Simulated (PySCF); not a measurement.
Fe²⁺: ionisation energy

Fe²⁺ [Ar] 3d6 (5D) → Fe³⁺ [Ar] 3d5 (6S), as a difference of total energies. Computed with PySCF 2.14 in x2c-TZVPPall with one added diffuse shell each of s, p, d, f type (7s6p5d3f1g, 80 functions), with the spin-free X2C one-electron Hamiltonian (Gaussian nucleus). Correlated levels: valence and next inner shell: [Ne] frozen. The calculations carry no spin-orbit coupling.

```
                                method  ionisation energy (eV)  difference from reference (eV)
                                   UHF                  28.308                          -2.343
    MP2 (valence and next inner shell)                  30.390                          -0.261
SCS-MP2 (valence and next inner shell)                  30.355                          -0.296
   CCSD (valence and next inner shell)                  30.119                          -0.532
CCSD(T) (valence and next inner shell)                  30.180                          -0.471
```

Reference: 30.651 ± 0.012 eV (measured; NIST Atomic Spectra Database, ionization energies).

The reference lies between the lowest fine-structure levels, while these numbers refer to the centres of the terms.

Errors of the correlated levels include the incompleteness of this basis and the frozen core.
